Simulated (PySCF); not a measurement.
**Electron correlation in B (boron, neutral)**

[He] 2s2 2p1, 2P determinant. All numbers are calculated (PySCF 2.14, the spin-free X2C one-electron Hamiltonian (Gaussian nucleus), in ANO-RCC-VTZP). Frozen: 1s2; 3 electrons correlated.

```json
{"level": "CCSD", "correlation energy (mhartree)": "-64.49"}
{"level": "(T)", "correlation energy (mhartree)": "-1.30"}
{"level": "CCSD(T)", "correlation energy (mhartree)": "-65.79"}
{"level": "CCSDT", "correlation energy (mhartree)": "-66.22"}
{"level": "FCI", "correlation energy (mhartree)": "-66.22"}
```

Diagnostics: T1 = 0.013, D1 = 0.0264, largest double amplitude 0.130, weight of the Hartree-Fock determinant in FCI 0.9273 (11774 determinants).

Cost of the coupled-cluster step: of the order of 0.4 core-seconds, for 3 correlated electrons.

Iterations:

```
CC2 = 0
CCSD nocc = (np.int64(2), np.int64(1)), nmo = (29, 29)
frozen orbitals [[0], [0]]
max_cycle = 100
direct = 0
conv_tol = 1e-08
conv_tol_normt = 1e-06
diis_space = 8
diis_start_cycle = 0
Init t2, MP2 energy = -0.0436827528393841
Init E_corr(UCCSD) = -0.043682752839538
cycle = 1  E_corr(UCCSD) = -0.0554909217774275  dE = -0.0118081689  norm(t1,t2) = 0.0603445
cycle = 2  E_corr(UCCSD) = -0.0600832134744279  dE = -0.0045922917  norm(t1,t2) = 0.0299562
cycle = 3  E_corr(UCCSD) = -0.0644929844209556  dE = -0.00440977095  norm(t1,t2) = 0.0160749
cycle = 4  E_corr(UCCSD) = -0.0644502734840516  dE = 4.27109369e-05  norm(t1,t2) = 0.00193387
cycle = 5  E_corr(UCCSD) = -0.0645020857526302  dE = -5.18122686e-05  norm(t1,t2) = 0.000310278
cycle = 6  E_corr(UCCSD) = -0.0644787168649589  dE = 2.33688877e-05  norm(t1,t2) = 7.86512e-05
cycle = 7  E_corr(UCCSD) = -0.0644871739117478  dE = -8.45704679e-06  norm(t1,t2) = 2.92882e-05
cycle = 8  E_corr(UCCSD) = -0.0644864174228708  dE = 7.56488877e-07  norm(t1,t2) = 4.32704e-06
cycle = 9  E_corr(UCCSD) = -0.0644862506777994  dE = 1.66745071e-07  norm(t1,t2) = 9.13619e-07
cycle = 10  E_corr(UCCSD) = -0.0644863025511862  dE = -5.18733868e-08  norm(t1,t2) = 2.80376e-07
cycle = 11  E_corr(UCCSD) = -0.0644863060628305  dE = -3.51164431e-09  norm(t1,t2) = 4.17329e-08
UCCSD converged
E(UCCSD) = -24.60401222201021  E_corr = -0.06448630606283053
UCCSD(T) correction = -0.00129898940603272
```
